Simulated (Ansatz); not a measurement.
Basis sets compared for the cluster Zr₃O₆⁻ (the lowest doublet isomer of a short search). Charge -1, multiplicity 2. Geometry PBE-D4/def2-SVP. Ansatz on 4 threads of Intel Xeon Platinum 8259CL on a shared host; times are rough, and most runs start from earlier orbitals.

Cartesian coordinates in Å:
```
Zr 1.997 0.377 -0.191
Zr -0.732 -1.707 -0.842
Zr -1.259 1.595 0.163
O -1.897 -0.292 -0.034
O -2.331 2.719 1.066
O 3.684 0.458 0.423
O -1.357 -3.391 -0.791
O 0.698 1.690 0.581
O 1.198 -1.450 -0.376
```

In the def2 sets Zr takes a core potential, while STO-3G treats all electrons; there is no spin–orbit coupling. At HF/STO-3G the charge -1 doublet is spin-contaminated (final ⟨S²⟩ up to 0.84, 0.75 for a pure state). At HF/STO-3G the highest occupied level of the charge -1 doublet lies above zero (up to 1.53 eV). In Hartree–Fock with STO-3G the lack of diffuse functions raises the level. The structure comes from a short search, and lower isomers may exist.

STO-3G and 6-31G are all-electron sets without relativity, so their totals don't compare with the def2 sets.

```tsv
level	functions	energy (Eh)	HOMO (eV)	LUMO (eV)	wall time
HF/STO-3G	111	-10953.2268	1.53	7.52	11 s
PBE-D4/def2-SVPD	240	-592.3662	-1.24	-0.56	9.5 s
PBE0-D4/def2-SVPD	240	-592.2233	-1.90	0.06	16 s
```

(1) Estimate the rows for HF/def2-TZVPD, PBE-D4/def2-TZVPD, PBE0-D4/def2-TZVPD.

## Answers

(1) 
```tsv
level	functions	energy (Eh)	HOMO (eV)	LUMO (eV)	wall time
HF/def2-TZVPD	360	-589.4621	-3.59	2.47	27 s
PBE-D4/def2-TZVPD	360	-592.9084	-1.22	-0.53	12 s
PBE0-D4/def2-TZVPD	360	-592.7660	-1.87	0.09	41 s
```
